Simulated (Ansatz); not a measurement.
Single points on GeFCl3 (GeCl₃F).

```yaml
crystal:
  periodic: [false, false, false]
  atoms:
    - {symbol: Ge, position_ang: [0.000223, -0.000402, 0.047679]}
    - {symbol: F, position_ang: [0.008144, -0.016005, 1.764187]}
    - {symbol: Cl, position_ang: [2.009872, 0.010063, -0.613250]}
    - {symbol: Cl, position_ang: [-1.013110, 1.746127, -0.583488]}
    - {symbol: Cl, position_ang: [-1.005128, -1.739803, -0.615128]}
basis:
  gaussian: {orbitals: def2-TZVP, initial_orbitals: start.molden}
hamiltonian: {xc: r2scan, dispersion: d4}
scf: {omitted_lower_state_checks: [starts]}
output: {orbitals: {seedname: orbitals}}
```

The file start.molden holds the orbitals of an earlier run on this structure, at another level or in another basis.

```sh
$ ansatz run in.yaml --threads 2 --pin off --events-out ev --progress --plain --max-ram 4352MiB
```

Shortened log:

```
Functional definition: r2SCAN
1282 factors; their error is unknown
mean field evaluation 1: about -96806.4494 eV, gradient 1.2e1 eV
mean field evaluation 2: about -96806.4911 eV, gradient 8.4e-2 eV
mean field evaluation 4: about -96806.4770 eV, gradient 9.6e-5 eV
mean field -96806.47703622 eV, -3557.5724132944 hartree, gradient 9.4e-6 eV, S^2 0.000000; 0 other end points of the search recorded, 0 dependent functions left out
reference -96806.47704458 eV, -3557.5724136013 hartree; 46, 46 occupied and 144, 144 virtual orbitals, 1282 factors
Total energy: -96806.52236217 eV, -3557.5740789922 hartree
Checks for a lower state left out: starts
```

It took 8.6 s on 2 threads of Intel Xeon on a shared host.

As the first input, with `gaussian: {orbitals: def2-SVP, initial_orbitals: start.molden}`, `hamiltonian: {xc: pbe0, dispersion: d4}` (abridged; 3.6 s):

```
Functional definition: PBE0
mean field -96764.53118401 eV, -3556.0309316573 hartree, gradient 1.7e-5 eV, S^2 0.000000
Total energy: -96764.70685325 eV, -3556.0373873828 hartree
Checks for a lower state left out: starts
```

The first input with `hamiltonian: {xc: {name: LC-wPBE}}` (abridged; 7 s):

```
Functional definition: LC-wPBE
mean field -96790.91303139 eV, -3557.0004466665 hartree, gradient 1.9e-5 eV, S^2 0.000000
Total energy: -96790.91303140 eV, -3557.0004466667 hartree
Checks for a lower state left out: starts
```

The first input with `hamiltonian: {xc: {name: r2SCAN0}, dispersion: d4}` (abridged; 11 s):

```
Functional definition: r2SCAN0
mean field -96805.28759448 eV, -3557.5287021165 hartree, gradient 6.2e-6 eV, S^2 0.000000
Total energy: -96805.34402879 eV, -3557.5307760391 hartree
Checks for a lower state left out: starts
```

First input, but with `hamiltonian: {xc: pbe0, dispersion: d4}`, `output: {forces: true, orbitals: {seedname: orbitals}}` (abridged; 12 s):

```
Functional definition: PBE0
mean field -96788.16693924 eV, -3556.8995296411 hartree, gradient 8.6e-6 eV, S^2 0.000000
Total energy: -96788.34261457 eV, -3556.9059855905 hartree
Atom 0 force    -0.000158    -0.000061    -0.018418 eV/Å
Atom 1 force    -0.000854     0.001996    -0.205551 eV/Å
Atom 2 force    -0.169475    -0.000876     0.075501 eV/Å
Atom 3 force     0.085716    -0.147471     0.072947 eV/Å
Atom 4 force     0.084770     0.146411     0.075520 eV/Å
Dipole moment:    -0.000867     0.001752    -0.187272 e Å
Checks for a lower state left out: starts
```

First input, but with `hamiltonian: {xc: {name: CAM-B3LYP}, dispersion: d4}` (abridged; 8 s):

```
Functional definition: CAM-B3LYP
mean field -96813.95161654 eV, -3557.8470990544 hartree, gradient 7.0e-5 eV, S^2 0.000000
Total energy: -96814.13560899 eV, -3557.8538606522 hartree
Checks for a lower state left out: starts
```

The first input with `hamiltonian: {xc: lda}` (abridged; 2.6 s):

```
Functional definition: SPW92
mean field -96586.00411764 eV, -3549.4701829785 hartree, gradient 2.9e-5 eV, S^2 0.000000
Total energy: -96586.00415038 eV, -3549.4701841815 hartree
Checks for a lower state left out: starts
```

Geometry: PBE0-D4/def2-SVP.

LC-ωPBE has ω = 0.4 bohr⁻¹.
